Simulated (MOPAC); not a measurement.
Input file for MOPAC: AM1 on ClH3O (a complex), monomers drawn apart or pushed together.

```
AM1 1SCF PRECISE CHARGE=0 THREADS=1
ClH3O

O      0.04092865 1     0.33230201 1     0.25285459 1
H      0.79409459 1     0.84827547 1    -0.05584907 1
H      0.18620983 1    -0.56719311 1    -0.06111981 1
Cl    -0.40667056 1     0.51063181 1     4.10666887 1
H     -0.30553406 1     0.47167764 1     2.80691822 1
```

Output:

```
*******************************************************************************
 **                                                                           **
 **                              MOPAC v23.2.5                                **
 **                                                                           **
 *******************************************************************************
 ** MOPAC's Digital Object Identifier: https://doi.org/10.5281/zenodo.6511958 **
 **                                                                           **
 ** Please cite the open-source release paper for use of this MOPAC version:  **
 ** J. E. Moussa and J. J. P. Stewart (2026)                                  **
 ** MOPAC: An open-source semiempirical molecular orbital program             **
 ** J. Open Source Softw., 11(119), 8025, https://doi.org/10.21105/joss.08025 **
 *******************************************************************************

                              AM1 CALCULATION RESULTS

 *******************************************************************************
 *  AM1        - The AM1 Hamiltonian to be used
 *
 *
 *
 *                 CHARGE ON SYSTEM = 0
 *
 *
 *
 *  PRECISE    - TIGHTER CRITERIA TO BE USED
 *  1SCF       - DO 1 SCF AND THEN STOP
 *  THREADS=1  - MULTI-THREADING NOT USED
 *  T=         - A TIME OF 172800.0 SECONDS REQUESTED
 *  DUMP=N     - RESTART FILE WRITTEN EVERY 7200.0 SECONDS REQUESTED
 *******************************************************************************
AM1 1SCF PRECISE CHARGE=0 THREADS=1
 ClH3O

   ATOM   CHEMICAL          X               Y               Z
  NUMBER   SYMBOL      (ANGSTROMS)     (ANGSTROMS)     (ANGSTROMS)

     1       O          0.04092865  *   0.33230201  *   0.25285459  *
     2       H          0.79409459  *   0.84827547  *  -0.05584907  *
     3       H          0.18620983  *  -0.56719311  *  -0.06111981  *
     4      Cl         -0.40667056  *   0.51063181  *   4.10666887  *
     5       H         -0.30553406  *   0.47167764  *   2.80691822  *



          CARTESIAN COORDINATES

    NO.       ATOM           X           Y           Z

     1         O          0.0409      0.3323      0.2529
     2         H          0.7941      0.8483     -0.0558
     3         H          0.1862     -0.5672     -0.0611
     4        Cl         -0.4067      0.5106      4.1067
     5         H         -0.3055      0.4717      2.8069

  H: (AM1): M.J.S. DEWAR ET AL, J. AM. CHEM. SOC. 107 3902-3909 (1985)
  O: (AM1): M.J.S. DEWAR ET AL, J. AM. CHEM. SOC. 107 3902-3909 (1985)
 Cl: (AM1): M.J.S. DEWAR AND E. G. ZOEBISCH, THEOCHEM, 180, 1 (1988).

           Empirical Formula: H3 O Cl  =     5 atoms



      MOLECULAR POINT GROUP   :   Cs


      RHF CALCULATION, NO. OF DOUBLY OCCUPIED LEVELS = 8


 -------------------------------------------------------------------------------
 AM1 1SCF PRECISE CHARGE=0 THREADS=1
 ClH3O



     1SCF WAS SPECIFIED, SO BFGS WAS NOT USED
     SCF FIELD WAS ACHIEVED


                              AM1 CALCULATION
                                                       MOPAC v23.2.5 Linux




          FINAL HEAT OF FORMATION =        -85.84084 KCAL/MOL =    -359.15808 KJ/MOL


          COSMO AREA              =         91.44 SQUARE ANGSTROMS
          COSMO VOLUME            =         65.96 CUBIC ANGSTROMS

          IONIZATION POTENTIAL    =         12.032298 EV
          HOMO LUMO ENERGIES (EV) =        -12.032  2.173
          NO. OF FILLED LEVELS    =          8
          MOLECULAR WEIGHT        =         54.4761         POINT GROUP:  Cs

          MOLECULAR DIMENSIONS (Angstroms)

            Atom       Atom       Distance
           Cl     4    H     3     4.34554
            H     3    H     2     1.51607
            O     1    H     2     0.40509


          SCF CALCULATIONS        =          1





   ATOM   CHEMICAL          X               Y               Z
  NUMBER   SYMBOL      (ANGSTROMS)     (ANGSTROMS)     (ANGSTROMS)

     1       O          0.04092865  *   0.33230201  *   0.25285459  *
     2       H          0.79409459  *   0.84827547  *  -0.05584907  *
     3       H          0.18620983  *  -0.56719311  *  -0.06111981  *
     4      Cl         -0.40667056  *   0.51063181  *   4.10666887  *
     5       H         -0.30553406  *   0.47167764  *   2.80691822  *

                             CARTESIAN COORDINATES

   1    O        0.040928650     0.332302010     0.252854590
   2    H        0.794094590     0.848275470    -0.055849070
   3    H        0.186209830    -0.567193110    -0.061119810
   4   Cl       -0.406670560     0.510631810     4.106668870
   5    H       -0.305534060     0.471677640     2.806918220


           Empirical Formula: H3 O Cl  =     5 atoms



      MOLECULAR POINT GROUP   :   Cs


                  EIGENVALUES
 -36.73563 -36.60092 -18.66491 -16.28834 -15.19262 -12.83724 -12.03297 -12.03230
   2.17256   3.99214   5.94677


              NET ATOMIC CHARGES AND DIPOLE CONTRIBUTIONS

  ATOM NO.   TYPE          CHARGE      No. of ELECS.   s-Pop       p-Pop
    1          O          -0.402042        6.4020     1.85938     4.54267
    2          H           0.201470        0.7985     0.79853
    3          H           0.201469        0.7985     0.79853
    4         Cl          -0.193627        7.1936     1.98115     5.21248
    5          H           0.192731        0.8073     0.80727
 DIPOLE           X         Y         Z       TOTAL
 POINT-CHG.     0.965    -0.408    -1.822     2.102
 HYBRID         0.617    -0.262    -0.744     1.001
 SUM            1.582    -0.670    -2.566     3.088


          ATOMIC ORBITAL ELECTRON POPULATIONS

     Atom    s        px        py        pz
    1  O   1.85938   1.48693   1.24366   1.81208
    2  H   0.79853
    3  H   0.79853
    4 Cl   1.98115   1.99539   1.99932   1.21777
    5  H   0.80727

 **********************
 *                    *
 * JOB ENDED NORMALLY *
 *                    *
 **********************




 == MOPAC DONE ==
```

The run finished.

Cost: about 0.010 core-seconds (a rough figure).
